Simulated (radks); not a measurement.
Excited configurations of the vanadium ion V3+: one electron is placed in a higher orbital outside [Ar] 3d1. The ground configuration is [Ar] 3d2. All-electron calculation, non-relativistic Kohn-Sham, PBEsol, spin-unpolarised, spherical densities, point nucleus. Program: a radial shooting solver on a logarithmic mesh with Libxc functionals. Excitation = E - E(ground); binding = E(ion) - E, where the ion is the core of charge +4; n* = 4/sqrt(2 binding) in atomic units, and the quantum defect is n - n*.

outer orbital	excitation (eV)	binding (eV)	n*	quantum defect	eigenvalue (eV)	<r> (bohr)
4s	11.729	34.337	2.518	1.482	-30.165	2.443
4p	17.814	28.252	2.776	1.224	-24.608	2.736
4f	32.201	13.865	3.962	0.038	-11.686	4.311
5s	28.370	17.696	3.507	1.493	-15.752	4.704
5p	30.682	15.384	3.762	1.238	-13.619	5.185
5f	36.875	9.191	4.867	0.133	-7.956	7.428
6p	36.374	9.692	4.739	1.261	-8.665	8.343
6d	38.168	7.897	5.250	0.750	-7.022	9.802
6f	39.592	6.474	5.799	0.201	-5.711	11.29
7s	38.756	7.309	5.457	1.543	-6.581	11.37
7d	40.428	5.638	6.214	0.786	-5.054	14.05
7f	41.282	4.784	6.746	0.254	-4.267	15.89

The Delta-SCF ionisation energy is 46.066 eV (NIST Atomic Spectra Database: 46.709 eV, measured). Self-interaction in the functional shifts the binding energies and quantum defects, so they are the method's values and not measured ones. Spin polarisation and multiplet splitting are left out, so open shells lie too high by an amount that depends on their filling.

Beside tabulated values, note that spin-unpolarised runs miss the spin-polarisation part of the exchange energy of open shells.
